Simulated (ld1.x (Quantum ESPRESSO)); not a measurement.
indium (In): one change to a TM potential, before and after

| Property | Result |
| --- | --- |
| Element | indium (In) |
| Generator | ld1.x (Quantum ESPRESSO) 7.5 |
| Type | norm-conserving Troullier–Martins (Kleinman–Bylander form) |
| Functional | PBE |
| Relativity | scalar-relativistic |
| Frozen core | [Kr] |
| Valence charge | 13 |
| Reference configuration | 4d10 5s2 5p0.5 (charge +0.5) |
| Partial waves | 5s (bound): rc 2.00 bohr; 4d (bound): rc 1.10 bohr; 5p (bound): rc 2.40 bohr |
| Local potential | the p channel |
| Core correction | a·sin(br)/r model core inside 0.55 bohr |

All-electron outer shells of the reference configuration (PBE, scalar-relativistic, ld1.x):

```csv
shell,level (eV),outermost node (bohr),outermost maximum (bohr)
4p,-81.62,0.42,0.82
4d,-22.11,0.40,0.94
5s,-11.39,1.02,2.13
5p,-5.31,1.14,2.74
```

Change: local potential all-electron potential smoothed inside 2.15 bohr (lloc = -1).

Cutoffs: the cutoffs (Ry, on a coarse ladder) from which the occupation-weighted sum of valence levels, in a spherical-Bessel basis at the reference potential, stays within 10 and 1 mRy of its value at 400 Ry; they do not see the model core or the augmentation charge, which bear on the density cutoff. Errors are all-electron minus pseudo energies relative to the spin-unpolarised reference configuration.

Task: Predict the effect on cutoff, ghosts and configuration errors.

Result: The potential gets neither clearly harder nor softer (100 Ry and 120 Ry → 90 Ry and 120 Ry); the number of tests with a reliable result goes from 6 to 7; of the 6 tests that both files solve, the error grows in 1 and shrinks in 3 by more than 15 % and 0.3 meV (median size 2.3 → 1.9 meV); the range in which the p phases agree narrows (upper end 3.2 → 1.7); neither file shows a bound ghost.

```csv
quantity,base,changed
"cutoff, loose",100 Ry,90 Ry
"cutoff, tight",120 Ry,120 Ry
bound ghosts,none,none
tests with a reliable result,6 of 7,7 of 7
"error for 4d10 5s2 5p1, meV [ΔE -1.94 eV]",+0.5,+0.7
"error for 4d10 5s2 5p0, meV [ΔE 3.42 eV]",-1.1,-1.0
"error for 4d10 5s2 5p1.3, meV [ΔE -2.47 eV]",+0.6,+0.9
"error for 4d10 5s1 5p2, meV [ΔE 3.90 eV]",-3.6,-2.9
"error for 4d9 5s2 5p2, meV [ΔE 16.37 eV]",-354,-183
"error for 4d9 5s2 5p1, meV [ΔE 23.17 eV]",-298,-110
s: phases at 2.59 bohr within 0.05 rad from the reference energy up to (Ry; the scan ends near 5),1.4,0.4
p: phases at 2.59 bohr within 0.05 rad from the reference energy up to (Ry; the scan ends near 5),3.2,1.7
d: phases at 2.59 bohr within 0.05 rad from the reference energy up to (Ry; the scan ends near 5),-0.0,0.7
```
